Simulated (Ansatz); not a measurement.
Si17H24, a nanocrystal cut from cubic silicon. The state is a singlet with charge 0. Geometry PBE-D4/def2-SVP, basis def2-TZVP, Ansatz.

| atom | x (Å) | y (Å) | z (Å) |
| --- | --- | --- | --- |
| Si1 | 0.078 | 3.982 | -2.027 |
| Si2 | -1.366 | -0.031 | -2.860 |
| Si3 | 2.876 | -2.171 | 1.831 |
| Si4 | 0.140 | -2.816 | -0.783 |
| Si5 | 1.404 | 0.751 | -0.225 |
| Si6 | -2.175 | 1.943 | 0.430 |
| Si7 | -0.714 | -0.974 | 2.485 |
| Si8 | -3.471 | -1.607 | -0.114 |
| Si9 | 1.949 | 2.843 | -1.156 |
| Si10 | 3.346 | -0.114 | 0.787 |
| Si11 | 0.623 | -0.766 | -1.838 |
| Si12 | -1.693 | 4.062 | -0.474 |
| Si13 | -2.960 | 0.427 | -1.189 |
| Si14 | 2.085 | -3.690 | 0.215 |
| Si15 | 1.231 | -1.845 | 3.485 |
| Si16 | -1.512 | -2.479 | 0.861 |
| Si17 | -0.232 | 1.072 | 1.431 |
| H18 | 0.476 | 5.393 | -2.388 |
| H19 | -0.384 | 3.296 | -3.287 |
| H20 | -1.898 | -1.149 | -3.725 |
| H21 | -1.131 | 1.170 | -3.739 |
| H22 | 4.130 | -2.724 | 2.470 |
| H23 | -0.394 | -3.783 | -1.817 |
| H24 | -3.251 | 2.087 | 1.483 |
| H25 | -1.791 | -0.758 | 3.524 |
| H26 | -4.032 | -2.590 | -1.113 |
| H27 | -4.508 | -1.372 | 0.957 |
| H28 | 2.992 | 2.663 | -2.232 |
| H29 | 2.552 | 3.684 | -0.057 |
| H30 | 4.419 | -0.299 | -0.258 |
| H31 | 3.845 | 0.881 | 1.806 |
| H32 | 1.705 | -0.978 | -2.871 |
| H33 | -2.919 | 4.645 | -1.131 |
| H34 | -1.290 | 4.975 | 0.658 |
| H35 | -4.210 | 0.991 | -1.826 |
| H36 | 3.144 | -3.911 | -0.836 |
| H37 | 1.778 | -5.016 | 0.866 |
| H38 | 0.918 | -3.159 | 4.157 |
| H39 | 1.744 | -0.888 | 4.532 |
| H40 | -1.809 | -3.804 | 1.525 |
| H41 | 0.306 | 2.060 | 2.441 |

| run | HOMO (eV) | LUMO (eV) |
| --- | --- | --- |
| A | -7.11 | -1.44 |
| B | -6.18 | -2.14 |
| C | -6.25 | -2.31 |
| D | -6.95 | -1.50 |
| E | -6.04 | -1.90 |
| F | -6.40 | -2.02 |

B3LYP takes the VWN-RPA correlation. Single mean-field runs in def2-TZVP are fitted with def2-universal-jkfit.

Problem. The runs used B3LYP, BLYP, LDA (SPW92), PBE, PBE0, r2SCAN. Estimate which is which.

Solution. A PBE0 (25 % exact exchange); B PBE (0 % exact exchange); C LDA (SPW92) (0 % exact exchange); D B3LYP (20 % exact exchange); E BLYP (0 % exact exchange); F r2SCAN (0 % exact exchange). Exact exchange lowers occupied and raises empty levels; among semilocal functionals meta-GGAs tend to open the gap a little, and such runs are hard to tell apart. The gap grows from 3.93 eV (LDA (SPW92)) to 5.67 eV (PBE0).
